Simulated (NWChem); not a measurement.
Everything below was run with NWChem. System: H3ClPbSi, charge 0, spin multiplicity 1, displaced from the optimised geometry. The structure started from a generated list of species.

Input file:

```
start mol
memory heap 100 mb stack 700 mb global 1900 mb
geometry units angstroms nocenter noautoz noautosym
  Pb     0.104948    -0.550597     0.000000
  Cl     1.620671     1.432961     0.000000
  Si    -2.055211     1.159361     0.000000
  H     -1.995225     2.039326     1.212203
  H     -3.192976     0.580976     0.000000
  H     -1.995225     2.039326    -1.212203
end
basis spherical
  * library def2-svp
end
ecp
  Pb library def2-ecp
end
scf
  rhf
  nopen 0
  maxiter 100
  thresh 1e-7
  semidirect memsize 60000000 filesize 0
end
tce
  freeze core 14
  cr-ccsd(t)
  2eorb
  2emet 13
  thresh 1e-6
  maxiter 100
  tilesize 24
end
task tce energy
```

The output up to the point where the run's verdict is printed (cleaned and shortened):

```
             Northwest Computational Chemistry Package (NWChem) 7.3.0
             --------------------------------------------------------

                                NWChem Input Module
                                -------------------

 Scaling coordinates for geometry "geometry" by  1.889725989
 (inverse scale =  0.529177249)

                             Geometry "geometry" -> ""
                             -------------------------

 Output coordinates in angstroms (scale by  1.889725989 to convert to a.u.)

  No.       Tag          Charge          X              Y              Z
 ---- ---------------- ---------- -------------- -------------- --------------
    1 Pb                  82.0000     0.10494800    -0.55059700     0.00000000
    2 Cl                  17.0000     1.62067100     1.43296100     0.00000000
    3 Si                  14.0000    -2.05521100     1.15936100     0.00000000
    4 H                    1.0000    -1.99522500     2.03932600     1.21220300
    5 H                    1.0000    -3.19297600     0.58097600     0.00000000
    6 H                    1.0000    -1.99522500     2.03932600    -1.21220300

 Effective nuclear repulsion energy (a.u.)     609.9520075857

            Nuclear Dipole moment (a.u.)
            ----------------------------
        X                 Y               Z
 ---------------- ---------------- ----------------
     0.3793870586     0.1928748830     0.0000000000


 Summary of "ao basis" -> "" (spherical)
 ------------------------------------------------------------------------------
       Tag                 Description            Shells   Functions and Types
 ---------------- ------------------------------  ------  ---------------------
 *                          def2-svp                  on all atoms

 Summary of "ao basis" -> "ao basis" (spherical)
 ------------------------------------------------------------------------------
       Tag                 Description            Shells   Functions and Types
 ---------------- ------------------------------  ------  ---------------------
 Pb                         def2-svp                10       26   4s4p2d
[...]
     2   0 2 0    -45.854350      0.000000    246.581110
     2   0 1 1     -0.000000      0.000000      0.000000
     2   0 0 2    -39.146170      0.000000     10.494902

                   NWChem Extensible Many-Electron Theory Module
                   ---------------------------------------------


            General Information
            -------------------
      Number of processors :     1
         Wavefunction type : Restricted Hartree-Fock
          No. of electrons :    56
           Alpha electrons :    28
            Beta electrons :    28
           No. of orbitals :   154
            Alpha orbitals :    77
             Beta orbitals :    77
        Alpha frozen cores :    14
         Beta frozen cores :    14
     Alpha frozen virtuals :     0
      Beta frozen virtuals :     0
         Spin multiplicity : singlet
    Number of AO functions :    77
       Number of AO shells :    35
        Use of symmetry is : off
      Symmetry adaption is : off
         Schwarz screening : 0.10D-09

          Correlation Information
          -----------------------
          Calculation type : Coupled-cluster singles & doubles w/ perturbation
   Perturbative correction : Completely renormalized (T)
            Max iterations :      100
        Residual threshold : 0.10D-05
     T(0) DIIS level shift : 0.00D+00
     L(0) DIIS level shift : 0.00D+00
     T(1) DIIS level shift : 0.00D+00
     L(1) DIIS level shift : 0.00D+00
     T(R) DIIS level shift : 0.00D+00
     T(I) DIIS level shift : 0.00D+00
   CC-T/L Amplitude update :  5-th order DIIS
                I/O scheme : Global Array Library
        L-threshold :  0.10D-05
        EOM-threshold :  0.10D-05
 no EOMCCSD initial starts read in
 TCE RESTART OPTIONS
 SLICE:      F
 D4D5:       F
 quantumc:   F
 qrotation:  F
 pwtce:      F
 qducc:      F
 nacto:                         0
 nrotv:                         0
 nrot:                          0

            Memory Information
            ------------------
          Available GA space size is     249030871 doubles
          Available MA space size is     104847468 doubles

 Maximum block size supplied by input
 Maximum block size        24 doubles

 tile_dim =     17

 -------------------------------------------------

 Global array virtual files algorithm will be used

 Parallel file system coherency ......... OK

 4-electron integrals stored in orbital form

 v2    file size   =          3394399
 4-index algorithm nr.  13 is used
 imaxsize =       30
 imaxsize ichop =        0


CCSD iterations
 ---------------------------------------------------------
 Iter          Residuum       Correlation     Cpu    Wall
 ---------------------------------------------------------
    1   0.1403703535283  -0.3199604563655     1.1     1.1
    2   0.0396108069436  -0.3547522759017     1.2     1.2
    3   0.0140486963278  -0.3626093812458     1.1     1.1
    4   0.0058656704538  -0.3648902287067     1.2     1.2
    5   0.0026442300905  -0.3657357190390     1.1     1.1
    6   0.0006978604003  -0.3662913614626     1.0     1.0
    7   0.0004725152870  -0.3662840075380     1.0     1.0
    8   0.0002268753659  -0.3663025209603     1.2     1.2
    9   0.0001756158954  -0.3663044853026     1.0     1.0
   10   0.0000990006130  -0.3663102082027     1.1     1.1
   11   0.0000225570073  -0.3663167287341     1.0     1.0
   12   0.0000115265488  -0.3663167398148     1.1     1.1
   13   0.0000067305776  -0.3663168328374     1.1     1.1
   14   0.0000044045835  -0.3663167154853     1.1     1.1
   15   0.0000027690739  -0.3663166801834     1.1     1.1
   16   0.0000006227520  -0.3663165508642     1.2     1.2
 -----------------------------------------------------------------
 Iterations converged
 CCSD correlation energy / hartree =        -0.366316550864247
 CCSD total energy / hartree       =      -942.158923643522030

 Singles contributions

 Doubles contributions
 CR-CCSD(T)
```

The program stopped with an error. NWChem stopped with the message: ccsd_t 3.
